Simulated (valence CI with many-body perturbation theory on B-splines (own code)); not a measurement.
## Basis-set convergence for Co4+

Computed by configuration interaction combined with many-body perturbation theory (CI+MBPT): five valence electrons over a frozen Dirac-Fock core [Ar], a basis of 7 s, 7 p, 8 d, 6 f, 4 g, 1 h functions for each j, with the one-electron correlation potential Σ1 (screened to all orders), the two-electron term Σ2, the three-electron term Σ3, Breit, model QED; selected single and double excitations, second order for the rest, scaled by the run's own slope (own B-spline code, finite nucleus).

Against 17 measured levels this calculation errs by 596 cm⁻¹ on average and by 1376 at most. These come from a selection out of Sugar and Corliss, J. Phys. Chem. Ref. Data 10, 1097 (1981). Levels without a partner in it may be off by more, other configurations by 1,000 to 8,000 cm⁻¹. Among the levels kept, up to 660 cm⁻¹ of a level comes from second order outside the variational space, and about a tenth of that is noise between levels of different J, which matters for small intervals. Only levels of the ground parity were solved; by the run's estimate the other parity begins above the list, which can be wrong where configurations are misplaced.

The reference run has the lowest level 3d5 6S_5/2 and an ionisation energy of 78.2722 eV. Its largest variational space holds 20311 state functions.

Changed runs:
A. basis 6 s, 6 p, 5 d, 5 f, 1 g
B. basis 5 s, 5 p, 4 d, 4 f

Excitation energies of the reference run in cm⁻¹, and shifts in cm⁻¹:

```
                 Level  Reference        A        B
           3d5 4G_11/2      36193     +262    +1129
            3d5 4G_9/2      36257     +262    +1131
            3d5 4G_5/2      36260     +261    +1130
            3d5 4G_7/2      36274     +261    +1128
            3d5 4P_5/2      40812     +438    +1069
            3d5 4P_3/2      40948     +441    +1064
            3d5 4P_1/2      41090     +449    +1051
            3d5 4D_7/2      44274     +384    +1493
            3d5 4D_1/2      44467     +391    +1489
            3d5 4D_3/2      44566     +387    +1468
            3d5 4D_5/2      44574     +384    +1459
           3d5 2I_11/2      52265     +331    +1547
Ionisation energy (eV)    78.2722  -0.1654  -0.1781
```
